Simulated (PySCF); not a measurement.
C₂H₆O₂Si₂, SMILES [SiH2]1CC(=O)[SiH2]O1. Geometry optimised at PBE-D3(BJ)/def2-SVP. The structure was generated by enumeration, and PubChem lists no compound with its InChIKey, so it may never have been made. One conformer was computed; it need not be the lowest.

Calculation: PBE-D3(BJ)/def2-SVP (PySCF 2.14.0).

Harmonic wavenumbers (cm⁻¹): 81, 114, 288, 337, 358, 418, 502, 559, 581, 657, 666, 680, 704, 752, 768, 876, 923, 930, 946, 977, 1033, 1086, 1318, 1740, 2163, 2174, 2186, 2187, 2960, 3060. Rotational constants (GHz): 3.365, 2.229, 1.436; symmetry number 1.

Q: Work out the zero-point energy and the ideal-gas rigid-rotor harmonic-oscillator thermochemistry at 298.15 K and 1 atm.

A: ZPE = ½ Σ hcν = ½ × 32025 cm⁻¹ = 191.55 kJ/mol. H − E(el) = 213.28 kJ/mol. Entropy in J/(mol K): translation 168.27, rotation 116.28, vibration 67.34, total 351.89. G − E(el) = 108.37 kJ/mol. Cp = 124.04 J/(mol K). Modes under 150 cm⁻¹ make the vibrational entropy uncertain.
